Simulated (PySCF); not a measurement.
Optical rotation: `CC#C[Si@H](O)[C@H](F)[SiH3]`, C4H9FOSi2

Geometry:
| atom | x (Å) | y (Å) | z (Å) |
| --- | --- | --- | --- |
| C1 | -3.260 | 0.920 | -0.031 |
| C2 | -2.050 | 0.140 | -0.151 |
| C3 | -1.040 | -0.508 | -0.259 |
| Si4 | 0.525 | -1.477 | -0.406 |
| O5 | 0.440 | -2.912 | 0.354 |
| C6 | 1.911 | -0.397 | 0.379 |
| F7 | 1.720 | -0.409 | 1.777 |
| Si8 | 2.041 | 1.425 | -0.181 |
| H9 | -4.117 | 0.263 | 0.115 |
| H10 | -3.184 | 1.597 | 0.819 |
| H11 | -3.413 | 1.506 | -0.938 |
| H12 | 0.856 | -1.845 | -1.775 |
| H13 | 0.446 | -2.964 | 1.307 |
| H14 | 2.877 | -0.894 | 0.238 |
| H15 | 0.778 | 2.104 | 0.098 |
| H16 | 2.329 | 1.401 | -1.616 |
| H17 | 3.132 | 2.062 | 0.559 |

The calculation used TDDFT wB97X-D/def2-SVPD circular dichroism and optical rotation, one conformer, gas phase in PySCF. Geometry: GFN2-xTB.

The molecule is flexible and this is one conformer; a measurement averages over conformers.

Stereocentres: Si4 S, C6 R.

Problem. Give the optical rotatory dispersion at 633, 589.3, 546, 436, 405, 365, 355 nm.

Solution. [α] in deg dm⁻¹ (g/mL)⁻¹:
| λ (nm) | origin-invariant length gauge | modified velocity gauge | length gauge (centre of mass) | isotropic polarisability (au) |
| --- | --- | --- | --- | --- |
| 633 | -38.0 | -41.4 | -37.2 | 105.9 |
| 589.3 | -44.7 | -48.7 | -43.8 | 106.4 |
| 546 | -53.5 | -58.3 | -52.3 | 107.0 |
| 436 | -93.5 | -102.0 | -91.5 | 109.3 |
| 405 | -114.1 | -124.4 | -111.7 | 110.4 |
| 365 | -154.1 | -168.1 | -150.9 | 112.4 |
| 355 | -167.8 | -183.1 | -164.3 | 113.0 |

Problem. And for the mirror image at 589.3 nm?

Solution. +44.7 deg dm⁻¹ (g/mL)⁻¹ (origin-invariant length gauge): the same size and the opposite sign.

Problem. What is the molar rotation [Φ] = [α]·M/100 of the geometry above at 589.3 nm?

Solution. With M = 148.28 g/mol, -66.3 deg cm² dmol⁻¹ (origin-invariant length gauge).

The first excitation lies at 5.87 eV (211 nm) with R = -2.4 × 10⁻⁴⁰ esu² cm² (velocity form).
